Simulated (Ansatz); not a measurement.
Geometry optimisation, Ansatz 0.2.0, UKS CAM-B3LYP/def2-SVP.

Input:

```yaml
crystal:
  periodic: [false, false, false]
  atoms:
    - { symbol: Li, position_ang: [0.4079, -1.93426, 0.62172] }
    - { symbol: C, position_ang: [-0.17819, -0.29002, 1.34112] }
    - { symbol: O, position_ang: [-0.49217, 0.63351, 0.34175] }
    - { symbol: C, position_ang: [0.12532, 0.42254, -0.87481] }
    - { symbol: H, position_ang: [-0.72929, 0.08848, 2.21037] }
    - { symbol: H, position_ang: [-0.22129, 1.18669, -1.5701] }
    - { symbol: H, position_ang: [-0.13575, -0.58513, -1.27928] }
    - { symbol: H, position_ang: [1.22349, 0.4782, -0.79078] }
magnetization:
  spin_polarized: true
  initial_magnetization: 1
basis:
  gaussian: { orbitals: def2-SVP }
hamiltonian:
  xc: cam_b3lyp
relax:
  f_tol: 0.02
  max_steps: 50
```

Launched with:

```bash
$ ansatz run input.yaml --threads 2 --pin off --max-ram 3072MiB --backend cpu --events-out ev --progress --plain --runs-dir out
```

Problem. Where does it end, and by what steps?

Solution. The forces met the threshold. The force dipped under the threshold on the way, but the program's further checks kept it going. After 9 steps the energy has fallen by 0.149 eV; Li1 moved furthest, 0.51 Å.

```csv
step,energy less start (eV),largest force component (eV/Å),accepted
0,0.0000,0.727,yes
1,-0.0666,0.934,yes
2,-0.1028,0.577,yes
3,-0.1308,0.212,yes
4,-0.1384,0.206,yes
5,-0.1469,0.110,yes
6,-0.1468,0.136,no
7,-0.1482,0.049,yes
8,-0.1490,0.014,yes
9,-0.1491,0.016,yes
```

```xyz
8
Properties=species:S:1:pos:R:3
Li 0.630 -2.045 1.070
C -0.251 -0.362 1.224
O -0.446 0.665 0.338
C 0.094 0.475 -0.929
H -0.752 -0.021 2.153
H -0.128 1.361 -1.542
H -0.341 -0.415 -1.428
H 1.194 0.342 -0.887
```

Whether the end is a true minimum wasn't checked by a vibrational analysis.

The run took 29 s on 2 threads of Arm Neoverse V1, with other jobs on the host, peak memory 0.19 GiB.
